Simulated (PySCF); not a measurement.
**C₆ coefficients of unlike pairs at PBE0**

Calculated with PySCF 2.14 from the dipole response of each species, C₆(A,B) = (3/π) ∫ α_A(iu) α_B(iu) du, in atomic units, from isotropic polarisabilities. For ions this is the dispersion term alone; charge-induced terms of lower order in 1/R come first.

| species | configuration | basis | relativity | α (bohr³) | C₆ (like pair) |
| --- | --- | --- | --- | --- | --- |
| Ga | [Ar] 3d10 4s2 4p1 (2P) | def2-TZVPPD (7s5p5d1f) | none | 53.60 | 444.1 |
| C | [He] 2s2 2p2 (3P) | aug-cc-pV5Z (7s6p5d4f3g2h) | none | 12.71 | 50.86 |
| Cl²⁺ | [Ne] 3s2 3p3 (4S) | aug-cc-pV(T+d)Z with one added diffuse shell each of s, p, d, f type (7s6p5d3f) | none | 5.865 | 20.87 |
| Re | [Xe] 4f14 5d5 6s2 (6S) | aug-cc-pV5Z-PP with ECP60MDF (8s8p7d5f4g3h2i) | core potential | 68.70 | 804.8 |

Q: Estimate C₆ for Re with Ga.

A: The integral gives 595.5. The combination rule 2 C_A C_B / (C_A α_B/α_A + C_B α_A/α_B) gives 597.1 and the geometric mean 597.8.

No spin-orbit coupling is included.

The other pairs:

```json
{"pair": "Re, Cl²⁺", "C₆": "114.8"}
{"pair": "Cl²⁺, Ga", "C₆": "81.41"}
{"pair": "Re, C", "C₆": "196.8"}
{"pair": "Cl²⁺, C", "C₆": "31.30"}
{"pair": "C, Ga", "C₆": "143.4"}
```
